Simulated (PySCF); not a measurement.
## Unknown compound

The spectra below were simulated for a compound C5H2FNO2.

1H NMR (300 MHz, computed): δ 6.61 (br s, 1H), 5.96 (m, 1H).

13C{1H} NMR (computed): δ 156.5 (C), 116.1 (C), 89.9 (C), 84.8 (C), 69.2 (CH).

[PySCF 2.14: geometry: GFN2-xTB; PBE0/pcSseg-1 with gauge-including orbitals; isolated molecule; one computed conformer; non-relativistic]

References, each an isolated molecule treated in the same way: TMS for 1H, 13C.

What is the structure?

## Answers


Rings plus π bonds: 5 (no ring in the answer). 5 carbon signals for 5 carbons: no two carbons are equivalent. Carbon types of the structure: 4 × C, 1 × CH, leaving 1 H on heteroatoms. δC 156.5: carboxylic acid carbon; it is a carbonyl in resonance with an O or N lone pair, the region of acids, esters and amides. δC 116.1: nitrile carbon; typical of a nitrile. δC 89.9, 84.8: alkyne carbon; the triple bond shields along its axis, which puts it between sp3 and sp2 carbons. δC 69.2: sp3 CH bonded to F, α to a nitrile; deshielded by the electronegative neighbour. δH 6.61: hydrogen on an acid hydroxyl oxygen; exchangeable; this is the value without hydrogen bonding to other molecules. δH 5.96: hydrogen on an sp3 CH bonded to F, α to a nitrile; its carbon carries F, which withdraws density.

Structure: SMILES N#C[C@@H](F)C#CC(=O)O.

The data come from this structure; uniqueness wasn't tested.

OH and NH positions are those of a molecule without intermolecular hydrogen bonds; in solution they move with solvent, concentration and temperature, and exchange usually removes their couplings. Splittings by 19F in the carbon and heteronuclear signals aren't shown, as no couplings were computed. Shifts are as computed. Against solution values, carbons near 30 ppm lie about +3 ppm off and those near 130 ppm about +5 ppm. Of 1211 compounds with measured shifts, 218 miss one by over three times the rms of a fit or turn the order of signals round; such compounds aren't used in these exercises. Hydrogen bonding in solution deshields acid and N–H amide carbonyl carbons by as much as 10 ppm beyond these values.
